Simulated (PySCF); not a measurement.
Spectra and structures to be paired. The calculation used TDDFT B3LYP/def2-SVPD, vertical, gas phase, core orbitals frozen in the response (PySCF 2.14.0, density-fitted response routines). Geometries: PBE0-D3(BJ)/def2-SVP; one conformer of each isolated species. Triplets are in the Tamm–Dancoff approximation. Ions are computed without counter-ions or solvent.

A. `CC#CB(F)F`
B. `CC(C)[c+]1cc1`
C. `FB(F)C1C=C1`
D. `C[C@H]1[CH+]C=CC1`

Lowest singlet levels (six at most, fewer where fewer were computed) with oscillator strengths:

1. 5.70 eV (f 0.015); 6.48 eV (f 0.032); 6.52 eV (f 0.014); 6.90 eV (f 0.000); 7.39 eV (f 0.026); 7.57 eV (f 0.003); T1 4.01 eV
2. 4.58 eV (f 0.013); 4.74 eV (f 0.010); 5.09 eV (f 0.139); 5.79 eV (f 0.083); 6.00 eV (f 0.001); 6.26 eV (f 0.004)
3. 6.00 eV (f 0.001); 6.01 eV (f 0.000); 6.11 eV (f 0.004); 6.30 eV (f 0.043); 6.39 eV (f 0.001); 6.61 eV (f 0.036)
4. 5.03 eV (f 0.000); 5.87 eV (f 0.079); 6.75 eV (f 0.000); 7.12 eV (f 0.010); 7.35 eV (f 0.012); 7.84 eV (f 0.015); T1 4.49 eV

Task: Match each spectrum to its molecule.

Result: 1 = C, 2 = D, 3 = B, 4 = A.
- A: S1 at 5.03 eV, HOMO→LUMO (99%); Löwdin shares by element: HOMO carbon 88%; LUMO carbon 44% or more, boron 27%, fluorine 9% or more (atoms not listed hold the other 20%); HOMO -7.99 and LUMO -1.42 eV.
- B: S1 at 6.00 eV, HOMO→LUMO (90%); Löwdin shares by element: HOMO carbon 53% or more, hydrogen 12% or more (atoms not listed hold the other 35%); LUMO carbon 90% or more, hydrogen 5% or more; HOMO -14.03 and LUMO -7.20 eV; point group Cs, 1 of its 6 listed states under f = 0.0005.
- C: S1 at 5.70 eV, HOMO→LUMO (84%), HOMO→LUMO+1 (13%); Löwdin shares by element: HOMO carbon 77%, hydrogen 8% or more (atoms not listed hold the other 16%); LUMO carbon 72%, boron 8% (atoms not listed hold the other 19%); HOMO -7.42 and LUMO -0.87 eV; point group Cs, 1 of its 6 listed states under f = 0.0005.
- D: S1 at 4.58 eV, HOMO-2→LUMO (70%), HOMO→LUMO (26%); Löwdin shares by element: HOMO carbon 70% or more (atoms not listed hold the other 30%); LUMO carbon 79% or more (atoms not listed hold the other 21%); HOMO -14.02 and LUMO -8.82 eV.
